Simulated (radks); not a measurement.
Spherical jellium clusters: N electrons in a uniform positive sphere of charge N and radius rs N^(1/3), rs = 3.34 bohr. Method: non-relativistic Kohn-Sham, exchange-only LDA, spin-polarised, spherical densities; computed with a radial shooting solver with Libxc functionals. Levels are named by radial order and angular momentum (1s, 1p, 1d, 2s, ...), and open shells are averaged over m.

N = 42, configuration 1s2 1p6 1d10 2s2 1f14 2p6 1g(up 2, down 0). This is the lowest configuration that the search found. Occupied and some empty levels:

level,occupation,eigenvalue (eV),<r> (bohr)
1s up,1,-5.9487,7.303
1s down,1,-5.8835,7.075
1p up,3,-5.2925,8.331
1p down,3,-5.1820,8.194
1d up,5,-4.3972,9.074
1d down,5,-4.2557,8.990
2s up,1,-3.7251,7.102
2s down,1,-3.6690,7.169
1f up,7,-3.3118,9.705
1f down,7,-3.1495,9.659
2p up,3,-2.4621,8.485
2p down,3,-2.3900,8.492
1g up,2,-2.0743,10.32
1g down,0,-1.9002,10.31
2d up,0,-1.2168,10.24
2d down,0,-1.1304,10.27
3s up,0,-1.0252,10.57
3s down,0,-0.95886,10.65
1h up,0,-0.72678,11.03
1h down,0,-0.55039,11.07

Energy (eV): total -37.8705, kinetic 99.865, external -4884.8, Hartree 2407.9, exchange-correlation -141.49, background 2480.7.

Electron density:

r (bohr),n(r) (e/bohr^3)
0.373,0.005108
1.78,0.005974
3.19,0.006889
4.59,0.006835
6.00,0.006356
7.41,0.006502
8.81,0.006613
10.2,0.005023
11.6,0.002381
13.0,0.0007783
14.4,0.0002132
15.8,0.00005442
17.2,0.00001370
18.7,3.403e-06
